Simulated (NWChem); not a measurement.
Program: NWChem. System: silylphosphine (H5PSi), charge 0, spin multiplicity 1, at a geometry optimised with PBE/def2-SVP. Level: CR-CCSD(T)/cc-pVDZ, 10 core orbitals frozen.

Input file:

```
start mol
memory heap 100 mb stack 700 mb global 1900 mb
geometry units angstroms nocenter noautoz noautosym
  Si    -1.075030     0.095518     0.224138
  P      1.129043    -0.077212    -0.349040
  H     -1.851635    -0.886897    -0.609591
  H     -1.536128     1.486890    -0.114786
  H     -1.359341    -0.170039     1.678920
  H      1.298076    -1.318950     0.364653
  H      1.563795     0.709924     0.778477
end
basis spherical
  * library cc-pvdz
end
scf
  rhf
  nopen 0
  maxiter 100
  thresh 1e-7
  semidirect memsize 60000000 filesize 0
end
tce
  freeze core 10
  cr-ccsd(t)
  2eorb
  2emet 13
  thresh 1e-6
  maxiter 100
  tilesize 24
end
task tce energy
```

NWChem printed:

```
             Northwest Computational Chemistry Package (NWChem) 7.3.0
             --------------------------------------------------------

                                NWChem Input Module
                                -------------------

 Scaling coordinates for geometry "geometry" by  1.889725989
 (inverse scale =  0.529177249)

                             Geometry "geometry" -> ""
                             -------------------------

 Output coordinates in angstroms (scale by  1.889725989 to convert to a.u.)

  No.       Tag          Charge          X              Y              Z
 ---- ---------------- ---------- -------------- -------------- --------------
    1 Si                  14.0000    -1.07503000     0.09551800     0.22413800
    2 P                   15.0000     1.12904300    -0.07721200    -0.34904000
    3 H                    1.0000    -1.85163500    -0.88689700    -0.60959100
    4 H                    1.0000    -1.53612800     1.48689000    -0.11478600
    5 H                    1.0000    -1.35934100    -0.17003900     1.67892000
    6 H                    1.0000     1.29807600    -1.31895000     0.36465300
    7 H                    1.0000     1.56379500     0.70992400     0.77847700

 Effective nuclear repulsion energy (a.u.)      89.2003269360

            Nuclear Dipole moment (a.u.)
            ----------------------------
        X                 Y               Z
 ---------------- ---------------- ----------------
    -0.0000151178     0.0000000000     0.0000094486


 Summary of "ao basis" -> "" (spherical)
 ------------------------------------------------------------------------------
       Tag                 Description            Shells   Functions and Types
 ---------------- ------------------------------  ------  ---------------------
 *                          cc-pvdz                   on all atoms

 Summary of "ao basis" -> "ao basis" (spherical)
 ------------------------------------------------------------------------------
       Tag                 Description            Shells   Functions and Types
 ---------------- ------------------------------  ------  ---------------------
[...]
      Number of processors :     1
         Wavefunction type : Restricted Hartree-Fock
          No. of electrons :    34
           Alpha electrons :    17
            Beta electrons :    17
           No. of orbitals :   122
            Alpha orbitals :    61
             Beta orbitals :    61
        Alpha frozen cores :    10
         Beta frozen cores :    10
     Alpha frozen virtuals :     0
      Beta frozen virtuals :     0
         Spin multiplicity : singlet
    Number of AO functions :    61
       Number of AO shells :    31
        Use of symmetry is : off
      Symmetry adaption is : off
         Schwarz screening : 0.10D-09

          Correlation Information
          -----------------------
          Calculation type : Coupled-cluster singles & doubles w/ perturbation
   Perturbative correction : Completely renormalized (T)
            Max iterations :      100
        Residual threshold : 0.10D-05
     T(0) DIIS level shift : 0.00D+00
     L(0) DIIS level shift : 0.00D+00
     T(1) DIIS level shift : 0.00D+00
     L(1) DIIS level shift : 0.00D+00
     T(R) DIIS level shift : 0.00D+00
     T(I) DIIS level shift : 0.00D+00
   CC-T/L Amplitude update :  5-th order DIIS
                I/O scheme : Global Array Library
        L-threshold :  0.10D-05
        EOM-threshold :  0.10D-05
 no EOMCCSD initial starts read in
 TCE RESTART OPTIONS
 SLICE:      F
 D4D5:       F
 quantumc:   F
 qrotation:  F
 pwtce:      F
 qducc:      F
 nacto:                         0
 nrotv:                         0
 nrot:                          0

            Memory Information
            ------------------
          Available GA space size is     249033079 doubles
          Available MA space size is     104853892 doubles

 Maximum block size supplied by input
 Maximum block size        24 doubles

 tile_dim =     22

 -------------------------------------------------

 Global array virtual files algorithm will be used

 Parallel file system coherency ......... OK

 4-electron integrals stored in orbital form

 v2    file size   =          2012541
 4-index algorithm nr.  13 is used
 imaxsize =       30
 imaxsize ichop =        0


CCSD iterations
 ---------------------------------------------------------
 Iter          Residuum       Correlation     Cpu    Wall
 ---------------------------------------------------------
    1   0.1437510758479  -0.2336590297272     0.1     0.1
    2   0.0414924426661  -0.2698190292227     0.1     0.1
    3   0.0148911420027  -0.2777954567252     0.1     0.1
    4   0.0060033979493  -0.2801625452276     0.1     0.1
    5   0.0026364982446  -0.2809779016066     0.1     0.1
    6   0.0004654695616  -0.2815173137271     0.1     0.1
    7   0.0002149955671  -0.2815019723987     0.1     0.1
    8   0.0001133529325  -0.2815056798344     0.1     0.1
    9   0.0000644751093  -0.2815068216109     0.1     0.1
   10   0.0000372364386  -0.2815078423496     0.2     0.2
   11   0.0000046040344  -0.2815091056426     0.1     0.1
   12   0.0000018583293  -0.2815095304194     0.2     0.2
   13   0.0000009289319  -0.2815096086718     0.1     0.1
 -----------------------------------------------------------------
 Iterations converged
 CCSD correlation energy / hartree =        -0.281509608671774
 CCSD total energy / hartree       =      -632.853457569087368

 Singles contributions

 Doubles contributions
 CR-CCSD(T)

 CR-CCSD[T]  correction energy / hartree =        -0.006104628405658
 CR-CCSD[T] correlation energy / hartree =        -0.287614237077432
 CR-CCSD[T] total energy / hartree       =      -632.859562197493005
 CR-CCSD(T)  correction energy / hartree =        -0.005948877179958
 CR-CCSD(T) correlation energy / hartree =        -0.287458485851732
 CR-CCSD(T) total energy / hartree       =      -632.859406446267371

 Task  times  cpu:       26.9s     wall:       26.9s

 Total times  cpu:       27.0s     wall:       27.0s
```
